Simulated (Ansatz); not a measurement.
```yaml
crystal:
  periodic: [false, false, false]
  atoms:
    - {symbol: C, position_ang: [-2.232643, 0.664117, 0.680875]}
    - {symbol: Si, position_ang: [-0.741888, 0.245240, -0.363898]}
    - {symbol: S, position_ang: [0.929665, 1.628780, 0.189907]}
    - {symbol: Si, position_ang: [0.535783, -1.698884, -0.222173]}
    - {symbol: Al, position_ang: [2.425352, -0.182865, -0.724491]}
    - {symbol: H, position_ang: [-2.507908, 1.715673, 0.577173]}
    - {symbol: H, position_ang: [-2.045059, 0.447926, 1.734483]}
    - {symbol: H, position_ang: [-3.078972, 0.050803, 0.358684]}
    - {symbol: H, position_ang: [-0.948372, 0.695913, -1.767467]}
    - {symbol: H, position_ang: [1.032060, 1.186798, 1.457230]}
    - {symbol: H, position_ang: [0.005141, -2.791695, -1.085196]}
    - {symbol: H, position_ang: [0.417140, -2.133067, 1.204370]}
    - {symbol: H, position_ang: [3.690863, -0.127666, 0.237646]}
    - {symbol: H, position_ang: [2.505839, 0.269826, -2.248342]}
basis:
  gaussian: {orbitals: cc-pVTZ}
hamiltonian: {xc: {name: HF}}
correlation: {method: mp2, frozen_orbitals: {C: 0}}
scf: {lower_state_search: full}
output: {forces: true}
```

```sh
$ ansatz run in.yaml --threads 4 --pin off --events-out ev --progress --plain --max-ram 10444MiB
```

Output, abridged:

```
Functional definition: HF
Error: "frozen_orbitals" has no count for Si
```

(1) What is wrong with this run?

## Answers

(1) Frozen orbitals are typed for one element alone, and the program wants a count for each. The input was rejected before any iteration.
